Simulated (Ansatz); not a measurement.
Computed with Ansatz on PBE0-D4/def2-TZVP structures; ΔE is electronic, products minus reactants. CCSD(T)/CBS adds triple-zeta CCSD(T) − MP2 to the extrapolated MP2 energy (def2 sets, frozen cores). This one scheme is used for every species. Functionals use def2-TZVPP. HSE06 is defined as in plane-wave codes. Each species was taken in one conformer, which may not be the lowest.

`C=[C]([AlH2])BO` + `[NH2][AlH2]` → `OB[NH][AlH2]` + `C=[CH][AlH2]`  (ligand exchange at a B–C bond)

`C=[C]([AlH2])BO`:

Z-matrix (Å, degrees):
```
C
C 1 1.345
H 1 1.090 2 122.8
H 1 1.091 2 122.2 3 179.2
Al 2 1.944 1 115.4 3 -1.8
B 2 1.551 1 119.1 3 -178.4
H 5 1.589 2 122.4 1 -175.4
H 5 1.590 2 116.8 1 5.0
O 6 1.359 2 119.1 1 -37.5
H 6 1.206 2 122.1 1 142.5
H 9 0.960 6 112.9 2 178.8
```

`[NH2][AlH2]`:

Z-matrix (Å, degrees):
```
N
Al 1 1.766
H 1 1.007 2 124.9
H 1 1.007 2 124.9 3 180.0
H 2 1.583 1 117.9 3 -180.0
H 2 1.583 1 117.9 3 0.0
```

`OB[NH][AlH2]`:

```xyz
9

O    -1.689    0.047   -0.909
B    -1.206   -0.542    0.223
N     0.143   -0.393    0.666
Al    1.464    0.541   -0.094
H    -1.041    0.575   -1.388
H    -1.986   -1.207    0.846
H     0.338   -0.893    1.522
H     2.897    0.572    0.568
H     1.080    1.299   -1.434
```

`C=[CH][AlH2]`:

Z-matrix (Å, degrees):
```
C
C 1 1.337
H 1 1.089 2 123.0
H 1 1.089 2 121.7 3 180.0
Al 2 1.938 1 119.6 3 -180.0
H 2 1.090 1 116.7 3 -0.0
H 5 1.588 2 122.1 1 179.9
H 5 1.588 2 116.8 1 -0.1
```

```
  level  ΔE (kcal/mol)
r2SCANh          -21.3
  HSE06          -20.9
```

Problem. What does CCSD(T)/CBS give? (An estimate is asked.)

Solution. Ansatz gave: -20.8 kcal/mol. The listed levels differ from it by -0.5, -0.1 kcal/mol.

Problem. What do rigid-rotor, harmonic-oscillator terms from PBE0-D4/def2-TZVP frequencies (298.15 K, 1 bar) make of the CCSD(T)/CBS value? (Estimate.)

Solution. Computed: ΔZPE = +0.7 kcal/mol, ΔH = -20.5 kcal/mol, ΔS = -3 J/(mol·K), ΔG = -20.3 kcal/mol.

Largest T1 diagnostic among the species: 0.013.

From BLYP to BHLYP (50 % exact exchange), in def2-TZVPP and without D4, ΔE moves by −1.4 kcal/mol. In def2-TZVPP, CCSD(T) changes the Hartree–Fock value by +1.8 kcal/mol (the triples alone add +0.3 kcal/mol) and MP2 by +2.1 kcal/mol. Leaving LDA and LC-ωPBE aside and taking each functional with its dispersion term where it has one, the values, not all of them listed here, spread over 2.2 kcal/mol, from BHLYP-D4 to revPBE-D4. LDA lies −0.9 kcal/mol from PBE without D4.
